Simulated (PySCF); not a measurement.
Input of a run (PBE0-D3(BJ)/def2-SVP geometry optimisation, gas phase (PySCF 2.14.0)), started from GFN2-xTB:
```
{"job": {"xc": "PBE0", "basis": "def2-SVP", "d3": "d3bj", "grid": 1, "shake": 0.01, "kind": "geom"}, "charge": 0, "multiplicity": 1}
C     -3.365730    -1.195850     0.505430
C     -2.489150    -0.216260     0.378120
C     -2.511320     0.776610    -0.750210
C     -1.312460    -0.049750     1.358160
C     -0.077180    -0.553610     0.736350
C      0.922130     0.251130     0.399010
O      2.073470    -0.262450    -0.193290
C      3.055970     0.601430    -0.550730
C      4.198790    -0.147890    -1.122740
O      2.977780     1.783430    -0.381570
H     -4.197440    -1.289670    -0.198580
H     -3.360770    -1.873960     1.322250
H     -3.292050     0.553160    -1.477630
H     -2.687480     1.784460    -0.347330
H     -1.527820     0.775410    -1.241000
H     -1.558040    -0.614670     2.271620
H     -1.236010     1.011490     1.627980
H     -0.022020    -1.601270     0.554460
H      0.934600     1.309540     0.562710
H      4.687700    -0.689890    -0.345660
H      4.872970     0.547340    -1.614070
H      3.848980    -0.894350    -1.880580
```

Output (energies in Eh, forces in Eh/bohr):
```
step   0  E = -461.63588539  max force = 0.031770
step   1  E = -461.64143692  max force = 0.005526
step   2  E = -461.64157893  max force = 0.002307
step   3  E = -461.64164619  max force = 0.002098
step   4  E = -461.64169758  max force = 0.002077
step   5  E = -461.64170071  max force = 0.002706
step   6  E = -461.64177338  max force = 0.000694
step   7  E = -461.64180751  max force = 0.000887
step   8  E = -461.64181855  max force = 0.001372
step   9  E = -461.64182453  max force = 0.000527
step  10  E = -461.64183073  max force = 0.000270
optimisation converged
```

Task: Summarise the run.

Result: The energy falls by 0.162 eV over 11 energy and gradient evaluations, the largest force component goes from 0.0318 to 2.7e-04 Eh/bohr, and the atoms move by 0.233 Å rms after alignment. The bond that changes most is C9–H20 (methyl carbon next to a carbonyl to methyl hydrogen), which lengthens by 0.035 Å. Bonds longer at the end by more than 0.005 Å: 11 of 21; shorter: 4. Among the angles that change most is C2–C4–C5, from 109.6° to 112.8°. Among the dihedrals that turn most is C1–C2–C4–C5, from 102° to 116°. The energy never rose by more than 1e-6 Eh on the way. The first step brought 93 % of the lowering.

Task: What are the final bond lengths?

Result: C1=C2 1.337 Å, C2–C3 1.498 Å, C2–C4 1.512 Å, C4–C5 1.498 Å, C5=C6 1.332 Å, C6–O7 1.370 Å, O7–C8 1.356 Å, C8–C9 1.497 Å, C8=O10 1.199 Å, C1–H11 1.094 Å, C1–H12 1.094 Å, C3–H13 1.099 Å, C3–H14 1.104 Å, C3–H15 1.102 Å, C4–H16 1.103 Å, C4–H17 1.105 Å, C5–H18 1.096 Å, C6–H19 1.093 Å, C9–H20 1.101 Å, C9–H21 1.095 Å, C9–H22 1.099 Å. Numbering counts from 1 in the input's order; the species is `C=C(C)C/C=C/OC(C)=O`.

The run used 200 basis functions and 79 SCF cycles in all. The run took 3.8 min wall on Arm Neoverse V1, one thread, no GPU (shared host), and the process peaked at 0.88 GiB of memory.

PBE0-D3(BJ)/def2-SVP frequencies: not computed here. One conformer, not necessarily the lowest.
